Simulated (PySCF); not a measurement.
MgF, SMILES [F][Mg], multiplicity 2.

Coordinates come from a PBE0-D3(BJ)/def2-TZVPD optimisation. The spin state was assumed, not searched.

Computed with M06-2X/def2-TZVPD in PySCF.

Isolated molecule, no solvent.

Q: Estimate the frontier levels, dipole moment and polarisability. (Estimate from the structure and the level; the computed values follow.)

A: 
| Item | Result |
|---|---|
| α spin, highest occupied and lowest empty level | -6.50 and -0.35 eV |
| β spin, highest occupied and lowest empty level | -11.64 and -5.68 eV |
| dipole moment | 3.48 D |
| mean static polarisability | 45.1 bohr³ (6.68 Å³) |
| polarisability, principal values | 38.5, 48.3, 48.3 bohr³ |
| ⟨S²⟩ | 0.751 (pure state 0.75) |
